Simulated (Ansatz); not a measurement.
The first iterations of a band of H₃InS₂ (6 atoms, charge 0, multiplicity 1).

These are results of RKS PBE/def2-SVP (Ansatz), not measurements.

- movable images: 7
- climbing image: yes
- spring: 5.0 eV/Å²
- optimiser: quadratic models (default)
- start path: through a guess of the saddle point
- force threshold: 0.05 eV/Å
- iteration limit: 60
- end points: relaxed

Image 0:

```xyz
6
Properties=species:S:1:pos:R:3
S -1.859 -0.492 0.168
In 0.391 0.123 -0.512
S 1.917 0.448 1.344
H -2.302 -0.561 -1.119
H 0.891 0.320 -2.155
H 0.963 0.162 2.275
```

Image 8:

```xyz
6
Properties=species:S:1:pos:R:3
S -1.888 -0.472 -0.761
In 0.458 0.151 -0.835
S 1.590 0.375 1.302
H -1.920 -0.517 0.601
H 1.280 0.425 -2.328
H 0.481 0.039 2.021
```

| iteration | highest image above the first end (eV) | largest band force component (eV/Å) |
| --- | --- | --- |
| 1 | 4.955 | 25.012 |
| 2 | 0.781 | 6.101 |

Task: Does the band converge within its limit, and where does its top end?

Result: It converged. It ended after 7 iterations with the highest image 0.162 eV above the first end. A vibrational analysis at the climbing image gives one clearly imaginary mode, 235i cm⁻¹: a first-order saddle point.

Time of the run: 81 s on 1 CPU thread of a shared host.
